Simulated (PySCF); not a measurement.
Frontier orbitals and the lowest excitations

Compound: C2H3BF2Ge.
Cartesian coordinates in Å at the PBE0-D3(BJ)/def2-SVP level; atoms count from 1:
```xyz
9
C2H3BF2Ge angstrom
C      2.3275   -0.8236   -0.4905
C      1.3739   -0.1177   -0.2241
Ge    -0.1686    0.9132    0.1976
B     -1.7687   -0.4088    0.1828
F     -2.5265   -0.6088    1.2399
F     -2.0542   -1.0980   -0.9005
H      3.1721   -1.4455   -0.7289
H      0.0352    1.5729    1.5688
H     -0.3322    1.9992   -0.8788
```

Level of theory: TDDFT CAM-B3LYP/def2-SVPD, vertical, gas phase, core orbitals frozen in the response (PySCF). The CAM-B3LYP/def2-SVPD calculation is non-relativistic and has no spin–orbit coupling, an omission that weighs most on germanium.

Kohn–Sham orbitals with the atoms that hold most of them (Löwdin shares over 4%, at most four atoms; ? is withheld):

```tsv
orbital	ε (eV)	atoms
LUMO+2	1.04	C1 26%, Ge3 24%, C2 24%, H8 9%
LUMO+1	0.70	B4 35%, Ge3 31%, H9 8%, C2 6%
LUMO	?	B4 34%, Ge3 23%, F5 13%, F6 11%
HOMO	-9.49	?
HOMO-1	-9.64	?
HOMO-2	-11.05	Ge3 28%, B4 19%, C2 16%, C1 10%
HOMO-3	-11.68	Ge3 38%, H8 21%, H9 20%, C2 10%
```

Q: Give the leading atoms of the HOMO-1.

A: C2 (bonded to C and Ge) 41%; C1 (bonded to C and H) 40%; Ge3 (bonded to B, C and 2 H) 8%. By element: carbon 81%, germanium 8%.

Q: Give the leading atoms of the HOMO.

A: C2 (bonded to C and Ge) 35%; C1 (bonded to C and H) 35%; Ge3 (bonded to B, C and 2 H) 10%; B4 (bonded to 2 F and Ge) 7%. By element: carbon 70%, germanium 10%, boron 7%.

Q: What is the LUMO energy, and the HOMO–LUMO gap?

A: ε(LUMO) = -0.13 eV; the gap is 9.35 eV (0.3437 hartree).

Q: The HOMO–LUMO gap is 9.35 eV. Where does the response calculation put the lowest singlet, and from which orbitals?

A: S1 is at 5.97 eV (f = 0.0083), 3.38 eV below the gap, made of HOMO→LUMO (35%), HOMO-1→LUMO (18%), HOMO→LUMO+2 (16%). Without the coupling terms of the response equations the lowest excitation would equal the gap.

Next come S2 at 6.13 eV (f 0.019), HOMO→LUMO (35%), HOMO-1→LUMO+2 (23%), HOMO-1→LUMO+3 (11%); S3 at 6.26 eV (f 0.0018), HOMO→LUMO+2 (52%), HOMO-1→LUMO (23%), HOMO-1→LUMO+3 (10%); S4 at 6.59 eV (f 0.030), HOMO→LUMO+3 (30%), HOMO-1→LUMO+2 (24%), HOMO-2→LUMO (16%); S5 at 7.03 eV (f 0.0051), HOMO-1→LUMO+3 (45%), HOMO-1→LUMO (44%).

One conformer stands for the species.
